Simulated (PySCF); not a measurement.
```xyz
3
charge 0 multiplicity 1, angstrom
La   -0.8327    0.0000   -0.8671
S    -2.8649    0.0000    0.4280
I     1.6378    0.0000    0.8442
```

These are results of PBE0 in PySCF with La def2-TZVP with ECP46, S def2-TZVP, I def2-TZVP with ECP28; scalar-relativistic core potentials, no spin–orbit coupling; density-fitted integrals, not measurements.

This geometry of LaSI is a stationary point at this level.

Question: What is the point group?

Answer: Cs.

Question: Is it a minimum?

Answer: Yes: all harmonic wavenumbers are real.

Question: List the harmonic modes with their infrared intensities.

Answer: 
```tsv
symmetry	ω (cm⁻¹)	IR (km/mol)	type
a'	65	6.3	bend
a'	174	36.8	stretch
a'	456	107	stretch
```

Question: Give the atomic charges and bond orders.

Answer: 
```csv
atom,Mulliken,Löwdin,polar tensor,Mayer order to La1
La1,0.98,0.25,1.60,–
S2,-0.50,-0.14,-0.93,2.26
I3,-0.48,-0.11,-0.67,0.91
```

Question: Give the ideal-gas entropy at 298.15 K and 1 bar by parts.

Answer: translation 179.9, rotation 124.0, vibration 31.2, spin 0.0; total 335.1 J/(mol K).

Other isomers or separated fragments may lie lower.
